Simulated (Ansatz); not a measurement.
Cartesian coordinates (Å):
```xyz
10

O      1.5900     2.1811    -0.3800
Si     1.9674     0.7066    -0.2288
Si     0.3054    -0.9453    -0.1250
Si    -1.7421     0.1730     0.0349
H      3.3959     0.2659    -0.1388
H      0.4122    -1.7713    -1.3611
H      0.5846    -1.8321     1.0396
H     -1.7384     1.0111     1.2588
H     -1.9223     1.0226    -1.1665
H     -2.8527    -0.8116     0.1172
```
Charge 0, spin multiplicity 1.

The numbers are results of frozen-core CCSD(T)/cc-pVTZ // r2SCAN-D4/def2-TZVP in Ansatz (a quantum-chemistry and plane-wave program), not measurements.

- HF energy: -945.20457 Ha
- MP2 correlation energy: -0.60671 Ha

**Question.** Estimate the CCSD correlation energy, the (T) correction, the total energy and the T1 diagnostic.

**Answer.** 
```
Item                            Result
-----------------------  -------------
CCSD correlation energy    -0.65669 Ha
(T) correction             -0.02782 Ha
CCSD(T) total energy     -945.88908 Ha
T1 diagnostic                    0.020
```
